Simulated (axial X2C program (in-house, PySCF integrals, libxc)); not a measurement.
# Potential curves of HfSe⁻, with spin–orbit coupling

All values were computed with an in-house relativistic program for diatomic molecules. Two-component (2c) means X2C with spin–orbit coupling and atomic mean-field two-electron Coulomb and Gaunt terms. Basis: Hf dyall-acv3z [14s15p10d7f4g], Se dyall-acv3z [9s10p7d5f1g] (cores contracted in-house); Gaussian nuclei, density fitting, unrestricted open shells. Masses: Hf 179.947 u, Se 79.917 u.

State: Ω = 3/2 (⟨Sz⟩ = -0.48, ⟨Lz⟩ = 1.98 at PBE0). Energies in eV from the lowest point of each curve. Fits are polynomials in 1 − R0/R over 0.85 to 1.23 times the lowest point R0.

```tsv
R (Å)	PBE0	B3LYP
2.0732	1.2065	1.3017
2.1685	0.4939	0.5588
2.2400	0.1917	0.2343
2.3115	0.0388	0.0598
2.3830	0.0000	0.0000
2.4664	0.0628	0.0390
2.5498	0.2096	0.1628
2.6570	0.4815	0.4060
2.7881	0.8891	0.7797
2.9787	1.5403	1.3835
```

The state is a single determinant with fixed occupations, the lowest that a limited PBE0 search found. Density functionals use the spin component along the axis (collinear). Other states lie close and PBE0, whose exact exchange favours high spin, may order them wrongly; the determinant shown need not be the ground state. The nearest other 2c determinant of the search, Ω = 1/2, lies 0.29 eV up at the distance of the search. The functionals have no current-density term, which raises determinants with orbital currents, atoms included. The highest occupied level of some functionals is positive through self-interaction error; at Hartree–Fock it is bound. The determinant is spin-polarised beyond a pure state at some levels (its spin-free form has ⟨S²⟩ too high), which makes Re and μ there less reliable.

Question: What are Re and ωe at the PBE0 level?

Answer: At PBE0, 2c: Re = 2.376 Å, ωe ≈ 292 cm⁻¹; Be follows as 0.054 cm⁻¹.

Question: Fit the B3LYP curve near its minimum: give the equilibrium distance and the harmonic wavenumber.

Answer: At B3LYP, 2c: Re = 2.393 Å, ωe ≈ 283 cm⁻¹; Be follows as 0.0532 cm⁻¹.
